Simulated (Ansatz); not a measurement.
Consider the formal exchange of groups at a B–Cl bond: `BCBCl` + `F[SiH3]` → `BCB[SiH2]F` + HCl.

Program: Ansatz. Geometries: PBE0-D4/def2-TZVP. ΔE: electronic, gas phase. CCSD(T)/CBS is the MP2 limit (def2-TZVPP, def2-QZVPP) plus CCSD(T) − MP2 in def2-TZVPP, frozen cores. This one scheme is used for every species. Functionals use def2-TZVPP. One conformer a species, not always the lowest.

`BCBCl`:

Z-matrix (Å, degrees):
```
C
B 1 1.549
B 1 1.554 2 108.2
H 1 1.089 2 114.0 3 128.9
H 1 1.104 2 103.3 3 -109.9
Cl 2 1.749 1 121.1 3 -111.6
H 2 1.193 1 122.5 3 66.9
H 3 1.197 1 119.8 2 -60.2
H 3 1.196 1 121.2 2 118.9
```

`F[SiH3]`:

Z-matrix (Å, degrees):
```
Si
F 1 1.600
H 1 1.482 2 108.3
H 1 1.482 2 108.3 3 -120.0
H 1 1.482 2 108.3 3 120.0
```

`BCB[SiH2]F`:

```xyz
12

B     0.002   -2.104    0.447
C    -0.469   -0.664    0.767
B    -0.423    0.168   -0.548
Si    0.566    1.916   -0.558
F     0.528    2.680   -1.971
H     1.028   -2.532    0.891
H    -0.650   -2.791   -0.284
H    -0.013   -0.194    1.638
H    -1.567   -0.748    0.885
H    -0.987   -0.256   -1.516
H    -0.012    2.837    0.462
H     1.998    1.688   -0.212
```

HCl:

Z-matrix (Å, degrees):
```
Cl
H 1 1.279
```

**Question.** Is it downhill or uphill in electronic energy at CCSD(T)/CBS, and by how much? (Estimate.)

**Answer.** Computed: Uphill: ΔE = +29.0 kcal/mol.

**Question.** What do these levels give: B97M-V, r2SCAN0, CCSD(T)/def2-SVP, SCS-MP2/def2-TZVPP, MP2/def2-QZVPP, HF/CBS(def2)? (An estimate is asked.)

**Answer.** The calculation gave: B97M-V 28.5, r2SCAN0 29.6, CCSD(T)/def2-SVP 32.1, SCS-MP2/def2-TZVPP 31.3, MP2/def2-QZVPP 31.4, HF/CBS(def2) 32.0 kcal/mol.

Largest T1 diagnostic among the species: 0.013.

From PBE to PBE0 (25 % exact exchange), in def2-TZVPP and without D4, ΔE moves by +0.8 kcal/mol. At CCSD(T), def2-SVP lies +3.1 kcal/mol from the extrapolated value and def2-TZVPP +0.3 kcal/mol. Leaving LDA and LC-ωPBE aside and taking each functional with its dispersion term where it has one, the values, not all of them listed here, spread over 3.5 kcal/mol, from revPBE-D4 to B2PLYP.
